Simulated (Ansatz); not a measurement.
Ansatz (a program for electronic structure) job for CF₂, SMILES F[C]F (connectivity only; charge and spin as stated), neutral, multiplicity 1, B3LYP-D3(BJ)/def2-TZVP. 

Ansatz 0.2 input:
```yaml
crystal:
  periodic: [false, false, false]
  atoms:
    - {symbol: F, position_ang: [0.00000000, -1.03645279, 0.19684805]}
    - {symbol: C, position_ang: [0.00000000, -0.00000000, -0.59054413]}
    - {symbol: F, position_ang: [-0.00000000, 1.03645279, 0.19684804]}
basis:
  gaussian:
    orbitals: def2-TZVP
hamiltonian:
  xc: b3lyp
  dispersion: d3bj
relax: {f_tol: 0.002, max_steps: 200}
```

Program output:

```
WARN ansatz: RAYON_NUM_THREADS=1 ignored (pool sized by the plan → 1); use --threads N
Functional definition: B3LYP
integrals: 0.01 GiB planned
492 factors; their error is unknown
mean field: 0.19 GiB planned
mean field evaluation 1: about -6470.0167 eV, gradient 2.9e1 eV
mean field evaluation 2: about -6468.8413 eV, gradient 4.2e1 eV
mean field evaluation 4: about -6471.0335 eV, gradient 6.5e-1 eV
mean field evaluation 8: about -6471.0508 eV, gradient 2.8e-1 eV
mean field evaluation 16: about -6471.0509 eV, gradient 3.3e-5 eV
mean field -6471.05088280 eV, -237.8067337071 hartree, gradient 6.2e-6 eV, S^2 0.000000; 0 other end points of the search recorded, 0 dependent functions left out
the calculation of the forces begins
reference -6471.05102743 eV, -237.8067390220 hartree; 12, 12 occupied and 81, 81 virtual orbitals, 492 factors
relax step   1: F+E_penalty+E_count = -6471.08269640 eV  Δ(F+E_penalty+E_count) = +0.000e0 eV  max|allowed force component| = 2.783e-1 eV/Å  Δτ_max = 0.0000 Å  (26 SCF iters, accepted)
these checks for a lower state are left out or cut short: starts, cluster_reference, orbital_swaps, neighbouring_geometries, increment
integrals: 0.01 GiB planned
492 factors; their error is unknown
mean field: 0.20 GiB planned
mean field -6471.05218424 eV, -237.8067815340 hartree, gradient 1.6e-5 eV, S^2 0.000000; 0 other end points of the search recorded, 0 dependent functions left out
the calculation of the forces begins
reference -6471.05232880 eV, -237.8067868468 hartree; 12, 12 occupied and 81, 81 virtual orbitals, 492 factors
relax step   2: F+E_penalty+E_count = -6471.08400380 eV  Δ(F+E_penalty+E_count) = -1.307e-3 eV  max|allowed force component| = 9.373e-2 eV/Å  Δτ_max = 0.0041 Å  (29 SCF iters, accepted)
these checks for a lower state are left out or cut short: starts, cluster_reference, orbital_swaps, neighbouring_geometries, increment
integrals: 0.01 GiB planned
492 factors; their error is unknown
mean field: 0.20 GiB planned
mean field evaluation 32: about -6471.0523 eV, gradient 1.6e-5 eV
mean field -6471.05228770 eV, -237.8067853363 hartree, gradient 1.6e-5 eV, S^2 0.000000; 0 other end points of the search recorded, 0 dependent functions left out
the calculation of the forces begins
reference -6471.05243227 eV, -237.8067906491 hartree; 12, 12 occupied and 81, 81 virtual orbitals, 492 factors
relax step   3: F+E_penalty+E_count = -6471.08410788 eV  Δ(F+E_penalty+E_count) = -1.041e-4 eV  max|allowed force component| = 1.837e-3 eV/Å  Δτ_max = 0.0015 Å  (30 SCF iters, accepted)
integrals: 0.01 GiB planned
492 factors; their error is unknown
mean field: 0.20 GiB planned
mean field -6471.05228770 eV, -237.8067853363 hartree, gradient 1.6e-5 eV, S^2 0.000000; 1 other end points of the search recorded, 0 dependent functions left out
the calculation of the forces begins
reference -6471.05243227 eV, -237.8067906491 hartree; 12, 12 occupied and 81, 81 virtual orbitals, 492 factors
Total energy: -6471.08425245 eV, -237.8079600190 hartree
Atom 0 at     0.000000    -1.032430     0.199667 Å, force    -0.000000    -0.001761     0.000918 eV/Å
Atom 1 at    -0.000000     0.000000    -0.596182 Å, force     0.000000    -0.000000    -0.001837 eV/Å
Atom 2 at    -0.000000     1.032430     0.199667 Å, force    -0.000000     0.001761     0.000918 eV/Å
Dipole moment:    -0.000000     0.000000     0.131144 e Å
```

Self-consistency was reached.
